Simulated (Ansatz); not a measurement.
Reaction (SMILES): O=[SiH] (O-SiH) → O=[SiH-] (an electron is taken up)
B3LYP-D3(BJ)/def2-TZVP geometries, fixed; electronic energies without zero-point terms; positive where energy is released.
Largest species:
```xyz
3

Si    -0.0147    -0.5041    -0.0112
O     -0.1485     1.0191     0.0164
H      1.3936    -1.0954     0.0249
```
Charge 0, spin multiplicity 2.

Basis-set convergence of the adiabatic electron affinity at B3LYP with Ansatz (a program for electronic structure). Cartesian d functions, on some or all atoms, in 6-31G*, 6-31+G*, 6-311G**, 6-311+G**; all else is spherical. The program fits the integrals of some runs and decomposes those of others, by size. Open shells are unrestricted. No added dispersion term, no relativity. Functions are those of the species that has most. Reference: the value in aug-pcseg-3, 1.973 eV, itself unsure by roughly 0.008 eV (its mean distance from aug-cc-pV(Q+d)Z, def2-QZVPPD). Deviations are taken from unrounded values.

```csv
basis,functions,adiabatic electron affinity (eV)
6-31G*,36,1.444
6-31+G*,44,1.970
def2-SVP,37,1.490
def2-SVPD,55,1.948
pcseg-1,37,1.707
aug-pcseg-1,59,2.033
cc-pV(D+d)Z,42,1.435
aug-cc-pV(D+d)Z,64,1.997
6-311G**,51,1.592
6-311+G**,59,1.990
def2-TZVP,74,1.761
def2-TZVPD,92,1.948
pcseg-2,78,1.823
aug-pcseg-2,119,1.980
cc-pV(T+d)Z,83,1.693
aug-cc-pV(T+d)Z,124,1.975
def2-TZVPP,87,1.760
def2-TZVPPD,105,1.945
cc-pV(Q+d)Z,149,1.845
aug-cc-pV(Q+d)Z,215,1.970
def2-QZVPP,157,1.893
def2-QZVPPD,175,1.960
pcseg-3,157,1.925
aug-pcseg-3,223,1.973
```

What the diffuse functions change, pair by pair:
- 6-31G* to 6-31+G*: 8 more functions, deviation -0.529 to -0.003 eV
- def2-SVP to def2-SVPD: 18 more functions, deviation -0.483 to -0.025 eV
- pcseg-1 to aug-pcseg-1: 22 more functions, deviation -0.266 to 0.060 eV
- cc-pV(D+d)Z to aug-cc-pV(D+d)Z: 22 more functions, deviation -0.538 to 0.024 eV
- 6-311G** to 6-311+G**: 8 more functions, deviation -0.381 to 0.017 eV
- def2-TZVP to def2-TZVPD: 18 more functions, deviation -0.212 to -0.025 eV
- pcseg-2 to aug-pcseg-2: 41 more functions, deviation -0.151 to 0.006 eV
- cc-pV(T+d)Z to aug-cc-pV(T+d)Z: 41 more functions, deviation -0.280 to 0.001 eV
- def2-TZVPP to def2-TZVPPD: 18 more functions, deviation -0.213 to -0.028 eV
- cc-pV(Q+d)Z to aug-cc-pV(Q+d)Z: 66 more functions, deviation -0.129 to -0.003 eV
- def2-QZVPP to def2-QZVPPD: 18 more functions, deviation -0.080 to -0.013 eV
- pcseg-3 to aug-pcseg-3: 66 more functions, deviation -0.048 to 0.000 eV

Leaving out the reference's own pair, they bring the value nearer the reference by more than 0.008 eV in 11 of 11 pairs.
